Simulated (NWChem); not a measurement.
Molecule: C2H4OSi; SMILES C1O[SiH2]C=1

```xyz
8

C     -0.0863    -1.2170     0.0000
C      1.1103    -0.5865     0.0000
Si     0.0803     0.9378     0.0000
O     -1.1256    -0.3240     0.0000
H     -0.3530    -2.2822     0.0000
H      2.1101    -1.0118     0.0000
H     -0.0106     1.7894    -1.2178
H     -0.0106     1.7894     1.2178
```
Atoms are numbered in this order, from 1.

Computed with NWChem. Coordinates come from a PBE0/def2-SVP optimisation.

For level Hartree-Fock/def2-SVP:

* **orbital gap (eV)**: 13.14
* **dipole (D)**: 1.44

Question: Estimate the same quantities for level Hartree-Fock/def2-TZVPP.

Answer: 
| Item | Result |
|---|---|
| orbital gap (eV) | 12.29 |
| dipole (D) | 1.32 |
